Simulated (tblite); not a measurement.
A geometry optimisation, step by step.

Compound: C6H12AlCl.
Atom-mapped SMILES: `[CH2:1]=[CH:2][Al:3]([Cl:4])[C:5]([CH3:6])([CH3:7])[CH3:8]` (hydrogens: H9, H10 on C1; H11 on C2; H12, H13, H14 on C6; H15, H16, H17 on C7; H18, H19, H20 on C8)

Computed with GFN2-xTB (tblite), gas phase: L-BFGS steps from a force-field or distance-geometry start until the largest atomic force falls under 0.01 eV/Å. 8 of its 115 geometries are shown.

Step 0: E = -668.3536 eV, largest atomic force 2.428 eV/Å
```
atom  x, y, z in Å  |  force x, y, z in eV/Å
C1      3.519   -1.030   -0.060   -0.054   0.351   0.009
C2      2.213   -1.200    0.168    0.476  -0.106   0.296
Al3     1.095    0.396    0.359    0.861   1.839  -1.331
Cl4     1.996    2.344   -0.255   -0.706  -1.590   0.781
C5     -0.905    0.283    0.122    0.708  -0.072  -0.504
C6     -1.634    1.124    1.113   -1.156   1.389   1.373
C7     -1.177    0.826   -1.280    1.307   0.356  -0.420
C8     -1.391   -1.130    0.136   -0.945  -1.677   0.169
H9      4.225   -1.844   -0.173   -0.031   0.041  -0.044
H10     3.936   -0.017   -0.149   -0.139  -0.498   0.044
H11     1.825   -2.209    0.262    0.065  -0.126  -0.039
H12    -1.080    1.237    2.071   -0.278  -0.006  -0.413
H13    -2.624    0.709    1.383    0.292   0.177  -0.209
H14    -1.813    2.148    0.701    0.196  -0.708   0.465
H15    -2.244    0.826   -1.552    0.585   0.015   0.018
H16    -0.726    1.845   -1.296   -0.688  -0.450  -0.354
H17    -0.538    0.216   -1.966   -0.881   0.414   0.053
H18    -1.306   -1.630    1.127    0.166   0.328  -0.546
H19    -2.485   -1.101   -0.088    0.600  -0.299  -0.014
H20    -0.892   -1.781   -0.629   -0.378   0.621   0.667
```

Step 16: E = -668.9971 eV, largest atomic force 0.213 eV/Å
```
atom  x, y, z in Å  |  force x, y, z in eV/Å
C1      3.582   -1.073   -0.062    0.095   0.066   0.026
C2      2.271   -1.207    0.142    0.132  -0.066   0.109
Al3     1.133    0.420    0.134   -0.086   0.079   0.067
Cl4     2.011    2.250   -0.001    0.008  -0.029   0.015
C5     -0.914    0.330    0.087   -0.175  -0.048  -0.111
C6     -1.682    1.163    1.135    0.006  -0.003   0.035
C7     -1.231    0.861   -1.327    0.055   0.044  -0.112
C8     -1.391   -1.128    0.166    0.015  -0.086   0.052
H9      4.289   -1.893   -0.113   -0.116  -0.041   0.078
H10     4.029   -0.096   -0.177    0.024   0.113  -0.114
H11     1.915   -2.219    0.307   -0.158  -0.087  -0.101
H12    -1.179    1.145    2.102    0.022  -0.062   0.042
H13    -2.688    0.766    1.287    0.014   0.080  -0.122
H14    -1.766    2.207    0.833    0.059  -0.062  -0.032
H15    -2.295    0.856   -1.580    0.074  -0.056   0.185
H16    -0.857    1.877   -1.442   -0.063   0.155   0.051
H17    -0.697    0.258   -2.063   -0.075  -0.132  -0.096
H18    -1.227   -1.533    1.162    0.049  -0.002   0.085
H19    -2.460   -1.219   -0.053    0.104   0.098  -0.034
H20    -0.846   -1.756   -0.540    0.016   0.039  -0.023
```

Step 33: E = -669.0886 eV, largest atomic force 0.153 eV/Å
```
atom  x, y, z in Å  |  force x, y, z in eV/Å
C1      3.583   -1.082   -0.042    0.025  -0.006   0.038
C2      2.264   -1.190    0.128    0.066  -0.010   0.082
Al3     1.153    0.459    0.140   -0.015   0.030  -0.022
Cl4     2.085    2.264    0.192   -0.019   0.012  -0.008
C5     -0.881    0.338    0.026   -0.152  -0.012   0.013
C6     -1.639    1.164    1.076   -0.038   0.073   0.091
C7     -1.342    0.853   -1.350   -0.012  -0.025   0.001
C8     -1.300   -1.131    0.174    0.000  -0.026  -0.010
H9      4.260   -1.930   -0.019   -0.043   0.041  -0.028
H10     4.055   -0.121   -0.208   -0.035  -0.049   0.002
H11     1.872   -2.191    0.303   -0.018   0.009  -0.051
H12    -1.310    0.936    2.091    0.005  -0.051  -0.035
H13    -2.711    0.957    1.010    0.070   0.047   0.017
H14    -1.493    2.231    0.905    0.050  -0.016   0.026
H15    -2.433    0.819   -1.413    0.042   0.008  -0.068
H16    -1.024    1.888   -1.493   -0.008  -0.063  -0.033
H17    -0.928    0.248   -2.158   -0.002   0.018   0.021
H18    -1.112   -1.483    1.190    0.010   0.017  -0.056
H19    -2.365   -1.251   -0.040    0.068  -0.010   0.030
H20    -0.741   -1.767   -0.514    0.007   0.013  -0.010
```

Step 49: E = -669.1101 eV, largest atomic force 0.047 eV/Å
```
atom  x, y, z in Å  |  force x, y, z in eV/Å
C1      3.558   -1.076   -0.019   -0.005  -0.008   0.007
C2      2.240   -1.167    0.165    0.005  -0.003   0.004
Al3     1.133    0.485    0.151    0.044  -0.001  -0.017
Cl4     2.054    2.295    0.197   -0.014   0.013  -0.003
C5     -0.897    0.339    0.009   -0.040  -0.001  -0.010
C6     -1.608    1.175    1.084   -0.006   0.000   0.008
C7     -1.373    0.830   -1.368   -0.010   0.010  -0.027
C8     -1.273   -1.139    0.163   -0.008  -0.007   0.011
H9      4.216   -1.936   -0.044    0.001   0.026   0.009
H10     4.043   -0.117   -0.151   -0.013  -0.031   0.006
H11     1.827   -2.168    0.291    0.008   0.010  -0.014
H12    -1.335    0.836    2.083    0.002  -0.006   0.008
H13    -2.693    1.105    0.984    0.010  -0.015  -0.019
H14    -1.329    2.226    0.993    0.010  -0.001   0.007
H15    -2.462    0.792   -1.440   -0.002  -0.010   0.012
H16    -1.059    1.860   -1.540    0.005   0.020   0.007
H17    -0.958    0.212   -2.163    0.016  -0.011  -0.005
H18    -1.040   -1.491    1.168    0.018  -0.010   0.008
H19    -2.338   -1.300   -0.017   -0.004   0.026   0.010
H20    -0.713   -1.748   -0.547   -0.018  -0.001  -0.002
```

Step 65: E = -669.1139 eV, largest atomic force 0.054 eV/Å
```
atom  x, y, z in Å  |  force x, y, z in eV/Å
C1      3.563   -1.078    0.001    0.008   0.018   0.006
C2      2.241   -1.161    0.151    0.015  -0.016   0.001
Al3     1.137    0.490    0.131    0.007   0.003  -0.011
Cl4     2.018    2.320    0.161    0.013   0.006  -0.004
C5     -0.892    0.334    0.005   -0.021  -0.040  -0.029
C6     -1.595    1.169    1.086    0.006  -0.020  -0.033
C7     -1.370    0.827   -1.373   -0.004   0.000   0.010
C8     -1.282   -1.140    0.168   -0.016  -0.007  -0.006
H9      4.225   -1.935   -0.013   -0.034   0.011   0.006
H10     4.050   -0.117   -0.113    0.024   0.002   0.004
H11     1.815   -2.158    0.259    0.006  -0.021  -0.005
H12    -1.341    0.801    2.080   -0.004   0.021   0.002
H13    -2.679    1.122    0.968   -0.017   0.001   0.007
H14    -1.292    2.215    1.018    0.009   0.010   0.013
H15    -2.458    0.770   -1.452    0.020   0.006   0.011
H16    -1.070    1.864   -1.532   -0.014  -0.009   0.000
H17    -0.938    0.223   -2.172   -0.005   0.011   0.035
H18    -0.997   -1.507    1.155    0.009   0.008  -0.030
H19    -2.360   -1.273    0.054    0.009   0.000   0.002
H20    -0.782   -1.754   -0.582   -0.011   0.018   0.021
```

Step 81: E = -669.1157 eV, largest atomic force 0.026 eV/Å
```
atom  x, y, z in Å  |  force x, y, z in eV/Å
C1      3.580   -1.073    0.029   -0.004   0.000   0.008
C2      2.255   -1.161    0.137   -0.013   0.001   0.000
Al3     1.139    0.484    0.108   -0.020   0.007  -0.002
Cl4     2.019    2.316    0.118    0.005  -0.002  -0.004
C5     -0.896    0.329    0.002    0.016   0.017  -0.009
C6     -1.589    1.170    1.085    0.004  -0.001  -0.002
C7     -1.383    0.827   -1.369    0.005  -0.001  -0.005
C8     -1.294   -1.142    0.165    0.006   0.016  -0.005
H9      4.236   -1.935    0.025    0.010   0.012   0.001
H10     4.074   -0.114   -0.058    0.003  -0.007   0.003
H11     1.831   -2.161    0.219   -0.002  -0.007  -0.005
H12    -1.348    0.796    2.080    0.010  -0.006   0.002
H13    -2.673    1.142    0.962   -0.003  -0.003   0.005
H14    -1.268    2.211    1.026    0.003  -0.001  -0.003
H15    -2.470    0.757   -1.445    0.002   0.009   0.006
H16    -1.096    1.869   -1.524   -0.007  -0.001   0.007
H17    -0.946    0.233   -2.173   -0.002  -0.006  -0.004
H18    -0.961   -1.528    1.128   -0.006   0.002   0.009
H19    -2.376   -1.260    0.100   -0.020  -0.016   0.006
H20    -0.837   -1.748   -0.618    0.011  -0.013  -0.009
```

Step 98: E = -669.1176 eV, largest atomic force 0.015 eV/Å
```
atom  x, y, z in Å  |  force x, y, z in eV/Å
C1      3.580   -1.062    0.088   -0.006   0.001  -0.005
C2      2.252   -1.178    0.116    0.006   0.000  -0.002
Al3     1.137    0.467    0.063   -0.001   0.003  -0.003
Cl4     2.043    2.286    0.035   -0.006   0.008   0.002
C5     -0.899    0.328   -0.017    0.010   0.004   0.004
C6     -1.561    1.164    1.089    0.000   0.004   0.003
C7     -1.415    0.838   -1.373    0.000   0.001   0.005
C8     -1.297   -1.142    0.152    0.002  -0.002   0.002
H9      4.256   -1.908    0.094   -0.003   0.005   0.012
H10     4.056   -0.089    0.058    0.008  -0.012  -0.002
H11     1.843   -2.187    0.146   -0.003   0.003  -0.001
H12    -1.291    0.785    2.075    0.003   0.002  -0.006
H13    -2.649    1.135    0.997    0.004   0.002   0.005
H14    -1.243    2.206    1.026   -0.001  -0.008  -0.002
H15    -2.504    0.778   -1.420   -0.008  -0.004  -0.003
H16    -1.126    1.879   -1.525    0.006  -0.001  -0.002
H17    -1.003    0.247   -2.191   -0.007   0.000   0.004
H18    -0.944   -1.526    1.109   -0.005  -0.002   0.001
H19    -2.381   -1.260    0.113    0.004  -0.007  -0.006
H20    -0.857   -1.751   -0.637   -0.003   0.004  -0.006
```

Step 114: E = -669.1185 eV, largest atomic force 0.010 eV/Å
```
atom  x, y, z in Å  |  force x, y, z in eV/Å
C1      3.580   -1.061    0.127    0.006   0.000   0.002
C2      2.253   -1.176    0.091   -0.008   0.002   0.005
Al3     1.138    0.468    0.025   -0.001   0.005   0.001
Cl4     2.030    2.294   -0.006    0.000   0.002  -0.002
C5     -0.898    0.326   -0.029    0.007  -0.001   0.004
C6     -1.537    1.159    1.093    0.001   0.001   0.001
C7     -1.439    0.842   -1.372    0.000  -0.002   0.001
C8     -1.296   -1.145    0.139   -0.002  -0.001   0.002
H9      4.254   -1.907    0.169    0.001  -0.005  -0.006
H10     4.059   -0.090    0.115    0.006  -0.001   0.003
H11     1.841   -2.184    0.104    0.001   0.001   0.004
H12    -1.244    0.780    2.073    0.002  -0.002  -0.004
H13    -2.627    1.131    1.027    0.004  -0.001   0.000
H14    -1.220    2.201    1.024   -0.006  -0.004   0.000
H15    -2.529    0.793   -1.396   -0.009   0.004   0.000
H16    -1.141    1.880   -1.531   -0.001   0.002  -0.002
H17    -1.051    0.246   -2.198    0.000   0.000  -0.008
H18    -0.937   -1.533    1.092    0.001   0.001  -0.002
H19    -2.380   -1.263    0.107   -0.003  -0.001   0.000
H20    -0.862   -1.750   -0.657    0.000   0.001   0.001
```

Task: Summarise the path.

Result: The energy falls by 73.80 kJ/mol from step 0 to step 114; nine tenths of that is first reached at step 24. It falls at every step. The largest force goes from 2.428 to 0.010 eV/Å. Among the bonds Al3–Cl4 changes most, from 2.232 to 2.032 Å; the atoms move by 0.351 Å rms after alignment.

What follows is the cost of the whole relaxation. The run took 1.8 s of wall time on Arm Neoverse N1, one thread, shared host.
